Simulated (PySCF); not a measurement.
Question: Write Cartesian coordinates for `O=C[CH2][AlH2-][SbH3+]` as optimised with PBE0-D3(BJ)/def2-SVP.

Answer: 
```
atom  x, y, z in Å
O1    -0.1940    1.4755   -1.1184
C2    -1.2522    1.1260   -0.6176
C3    -1.5930   -0.2496   -0.2614
Al4   -0.3881   -0.8152    1.2696
Sb5    1.9265   -0.1007   -0.1490
H6    -2.0036    1.9107   -0.3517
H7    -1.3085   -0.9558   -1.0587
H8    -2.6534   -0.3754    0.0016
H9    -0.2844    0.1722    2.5195
H10   -0.2044   -2.3911    1.4368
H11    3.4182   -0.7948    0.3260
H12    2.4844    1.4907   -0.2223
H13    2.0570   -0.5115   -1.7847
```

Orientation and origin are arbitrary. Atoms count from 1 in this order. Al4 (aluminium bonded to C, Sb and 2 H) has angles from 92.1° to 121.4°. Sb5 (antimony bonded to Al and 3 H) has angles from 95.9° to 122.3°. Of the pairs four or more bonds apart, O1···H12 is among the closest relative to their van der Waals radii: 2.82 Å, 104 % of the sum of Bondi's values.

Bonds between heavy atoms (Å): O1=C2 1.222, C2–C3 1.461, C3–Al4 2.029, Al4–Sb5 2.807.

Level of theory: PBE0-D3(BJ)/def2-SVP geometry optimisation, gas phase, def2 core potentials past Kr in PySCF.

Point group: C1 (no symmetry element, even within 0.4 Å). Not checked by PBE0-D3(BJ)/def2-SVP frequencies. The numbers are those of one conformer (O1–C2–C3–Al4 67°, C2–C3–Al4–Sb5 -53°).

On one thread of an Arm Neoverse V1, no GPU, shared host, this took 82 s and 0.55 GiB of memory at its peak. This is the geometry optimisation.
